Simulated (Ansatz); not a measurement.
Geometry optimisation, RKS PBE0/def2-SVP (Ansatz).

Input file:

```yaml
crystal:
  periodic: [false, false, false]
  atoms:
    - { symbol: Si, position_ang: [-0.6277, 1.0834, -0.8673] }
    - { symbol: S, position_ang: [1.3595, 0.5308, -0.5665] }
    - { symbol: Ge, position_ang: [0.7373, -1.0928, 0.8109] }
    - { symbol: H, position_ang: [-1.362, 0.0164, -1.4532] }
    - { symbol: H, position_ang: [-0.7127, 2.2578, -1.8286] }
    - { symbol: H, position_ang: [-1.2767, 1.545, 0.4009] }
    - { symbol: H, position_ang: [2.0651, -1.8308, 1.327] }
    - { symbol: H, position_ang: [-0.114, -2.0807, 0.0798] }
    - { symbol: H, position_ang: [0.0196, -0.4754, 2.08] }
basis:
  gaussian: { orbitals: def2-SVP }
hamiltonian:
  xc: pbe0
relax:
  f_tol: 0.02
  max_steps: 50
```

Run as:

```bash
$ ansatz run input.yaml --threads 2 --pin off --max-ram 3072MiB --backend cpu --events-out ev --progress --plain --runs-dir out
```

**Question.** Where does it end, and by what steps?

**Answer.** The forces met the threshold. After 4 steps the energy has fallen by 0.241 eV; H4 moved furthest, 0.21 Å.

```
step  energy less start (eV)  largest force component (eV/Å)  accepted
   0                  0.0000                           2.183       yes
   1                 -0.2058                           0.294       yes
   2                 -0.2292                           0.270       yes
   3                 -0.2408                           0.079       yes
   4                 -0.2412                           0.019       yes
```

```xyz
9
Properties=species:S:1:pos:R:3
Si -0.705 1.185 -0.927
S 1.284 0.496 -0.503
Ge 0.813 -1.177 0.903
H -1.534 0.105 -1.542
H -0.561 2.318 -1.886
H -1.396 1.657 0.311
H 2.172 -1.780 1.285
H -0.071 -2.220 0.196
H 0.087 -0.631 2.145
```

Whether the end is a true minimum wasn't checked by a vibrational analysis.

Run time: 24 s on 2 threads of Arm Neoverse N1, on a shared host, peak memory 0.23 GiB.
